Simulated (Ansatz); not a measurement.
Born–Oppenheimer molecular dynamics of Ge2H6 (8 atoms, charge 0, multiplicity 1). It starts from a relaxed structure.

All numbers below come from RKS PBE/def2-SVP (Ansatz 0.2.0).

```yaml
ensemble: NVT, Langevin thermostat
time_step: 0.5 fs
steps_asked: 300
set_temperature: 1500 K
friction: 0.5 /fs
seed: 396619
```

First frame:

```xyz
8
Properties=species:S:1:pos:R:3
Ge 0.000 0.000 -0.018
Ge 0.001 0.000 2.419
H -1.435 -0.236 2.961
H 0.923 -1.124 2.963
H 0.513 1.361 2.963
H 1.441 0.198 -0.560
H -0.892 1.148 -0.562
H -0.549 -1.347 -0.562
```

**Question.** How far do the bonds stretch over the last three quarters of this one trajectory? (Pairs bonded in most of those frames.)

**Answer.** 
```tsv
bond	mean (Å)	spread (Å)	shortest	longest
Ge1–Ge2	2.389	0.029	2.33	2.44
Ge1–H6	1.596	0.087	1.39	1.77
Ge1–H7	1.570	0.094	1.41	1.76
Ge1–H8	1.544	0.080	1.39	1.79
Ge2–H3	1.591	0.079	1.41	1.75
Ge2–H4	1.599	0.105	1.35	1.80
Ge2–H5	1.578	0.060	1.45	1.71
```

Mean temperature of the second half: 1558 K. A run of 0.15 ps of so small a system gives no equilibrium averages. The friction is so strong that the motion is overdamped, so the time scale means little.

Time of the run: 12 min on 1 thread of Arm Neoverse V1 (shared host), peak memory 0.12 GiB.
